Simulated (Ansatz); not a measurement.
## Relaxing a trial structure of AsGaH6O3

The starting geometry of this gas-phase triplet was optimised with GFN2-xTB as a singlet.

```yaml
atoms:
  - { symbol: As, position_ang: [0.7597, -1.7382, -0.2914] }
  - { symbol: Ga, position_ang: [-2.0194, -1.7160, 0.1698] }
  - { symbol: O, position_ang: [-2.5535, -2.3272, -1.3719] }
  - { symbol: O, position_ang: [-1.7687, 0.0068, 0.3629] }
  - { symbol: O, position_ang: [-2.1357, -2.7402, 1.5745] }
  - { symbol: H, position_ang: [-2.8903, -3.2203, -1.3961] }
  - { symbol: H, position_ang: [-2.1534, 0.6121, -0.2671] }
  - { symbol: H, position_ang: [-2.0220, -2.3412, 2.4346] }
  - { symbol: H, position_ang: [1.0443, -0.8165, -1.4269] }
  - { symbol: H, position_ang: [1.5005, -0.8410, 0.6431] }
  - { symbol: H, position_ang: [2.0275, -2.5029, -0.5775] }
```

**Question.** Where would you expect an optimisation with PBE0-D4/def2-SVP to take it?

**Answer.** It falls apart into AsGaH5O3 + H. Contacts that open: As1–H11 (1.51 → 4.36 Å).

The energy falls by 2.73 eV over 23 steps:

```csv
step,E − E(last) (eV)
1,2.730
3,1.334
6,0.691
8,0.374
11,0.102
13,0.027
16,0.003
18,0.001
21,0.000
23,0.000
```

Final geometry (Å):

```xyz
11

As    0.5077   -1.4022   -0.2823
Ga   -2.1440   -1.7219    0.2185
O    -2.7781   -2.2673   -1.3577
O    -1.9336    0.0662    0.4439
O    -2.2988   -2.7553    1.6638
H    -3.0546   -3.1894   -1.3525
H    -2.0922    0.5503   -0.3756
H    -2.1720   -2.2730    2.4872
H     0.5926   -0.3639   -1.3896
H     1.0729   -0.4716    0.7767
H     4.0891   -3.7963   -0.9783
```

No frequencies were run, so the end isn't proven a minimum. Open shells are spin-unrestricted. The triplet needn't be the ground state. Run with Ansatz 0.2.0, 4.2 min on 2 threads of Intel(R) Xeon(R) Platinum 8259CL CPU @ 2.50GHz (Skylake/Cascade Lake), with other jobs on the host.
